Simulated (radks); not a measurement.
Spherical quantum dot in the effective-mass picture: electrons in a hard-walled sphere of radius 3.77, all in effective atomic units (hartree* = m*/eps^2 hartree, bohr* = eps/m* bohr), one dielectric constant everywhere. Calculated with a radial shooting solver with Libxc functionals: non-relativistic Kohn-Sham, exchange-only LDA, spin-polarised, spherical densities. Levels are named by radial order and angular momentum (1s, 1p, 1d, 2s, ...), and open shells are averaged over m. Results are scaled to m* = 0.168 and eps = 16.1, for which hartree* = 17.64 meV and bohr* = 5.071 nm.

N = 29, configuration 1s2 1p6 1d10 1f(up 7, down 4). This is the lowest configuration that the search found. Occupied and some empty levels:

level    occupation  eigenvalue (meV)  <r> (nm)
1s up             1            177.27     13.25
1s down           1            177.91     13.21
1p up             3            180.29     13.67
1p down           3            180.95     13.64
1d up             5            185.63     14.04
1d down           5            186.31     14.02
1f up             7            193.01     14.35
1f down           4            193.72     14.35
2s up             0            200.26     8.476
2s down           0            200.48     8.467
1g up             0            202.29     14.63
1g down           0            203.01     14.62
2p up             0            210.79     9.968
2p down           0            211.11     9.953
2d up             0            223.36     10.91
2d down           0            223.75     10.89

Energy (meV): total 3009.80, kinetic 737.34, external 0, Hartree 2485.9, exchange-correlation -213.42.
